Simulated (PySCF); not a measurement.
## Iron: a sound run and one with changed settings

Sound run: Fe⁺ [Ar] 3d6 4s1, Fe²⁺ [Ar] 3d6. Computed with PySCF 2.14 in cc-pVTZ (7s6p4d2f1g, 68 functions), with the non-relativistic Hamiltonian (point nucleus). The sound run starts from symmetry-adapted Hartree-Fock orbitals and uses a fine grid where one is needed.

Changed run: initial guess atom, at most 5 SCF cycles. This setting is unsound on purpose.

```tsv
species	method	sound run (hartree)	changed run (hartree)	converged
Fe⁺	UHF	-1262.21985	-1262.21983	no
Fe⁺	M06-L	-1263.33619	-1263.33619	no
Fe⁺	M06-2X	-1263.35704	-1263.35703	no
Fe²⁺	UHF	-1261.66443	-1261.66442	no
Fe²⁺	M06-L	-1262.75876	-1262.75876	no
Fe²⁺	M06-2X	-1262.77366	-1262.77366	no
```

The SCF was stopped early; the energies are upper bounds that still move, and correlated levels were skipped or rest on poor orbitals.
